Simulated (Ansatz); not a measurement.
`N[B]([SiH3])[SbH2]` + H–F → `NB(F)[SiH3]` + `[SbH3]`  (cleavage of the B–Sb bond)

Gas-phase electronic energies from Ansatz, PBE0-D4/def2-TZVP geometries. CCSD(T)/CBS adds triple-zeta CCSD(T) − MP2 to the extrapolated MP2 energy (def2 sets, frozen cores). This one scheme is used for every species. DFT in def2-TZVPP. def2 core potentials past Kr. For Sb outer-core shells are correlated without core-valence functions, which leaves a few kJ/mol of doubt a bond. One conformer a species, not always the lowest.

```json
{"species": "`N[B]([SiH3])[SbH2]`", "RPA@PBE/def2-TZVPP energy (Eh)": "-612.70922"}
{"species": "H–F", "RPA@PBE/def2-TZVPP energy (Eh)": "-100.45915"}
{"species": "`NB(F)[SiH3]`", "RPA@PBE/def2-TZVPP energy (Eh)": "-471.69610"}
{"species": "`[SbH3]`", "RPA@PBE/def2-TZVPP energy (Eh)": "-241.51792"}
```

Problem. Work out ΔE.

Solution. ΔE = (-471.69610) + (-241.51792) − (-612.70922) − (-100.45915) = -0.04565 Eh = -28.6 kcal/mol. CCSD(T)/CBS gives -25.9 kcal/mol.

Problem. What do rigid-rotor, harmonic-oscillator terms from PBE0-D4/def2-TZVP frequencies (298.15 K, 1 bar) make of the CCSD(T)/CBS value? (An estimate is asked.)

Solution. Computed: ΔZPE = -0.9 kcal/mol, ΔH = -27.5 kcal/mol, ΔS = 0 J/(mol·K), ΔG = -27.6 kcal/mol.

Largest T1 diagnostic among the species: 0.014.

In def2-TZVPP, CCSD(T) changes the Hartree–Fock value by +9.1 kcal/mol (the triples alone add +1.3 kcal/mol) and MP2 by +11.5 kcal/mol. The D4 term adds +3.1 kcal/mol with B3LYP and +1.7 kcal/mol with PBE0; it sums over pairs of atoms, weighted by their polarisabilities, and B3LYP, whose exchange is more repulsive, gets the larger term.

B3LYP here is the variant with VWN-RPA as its local correlation; programs differ in this.
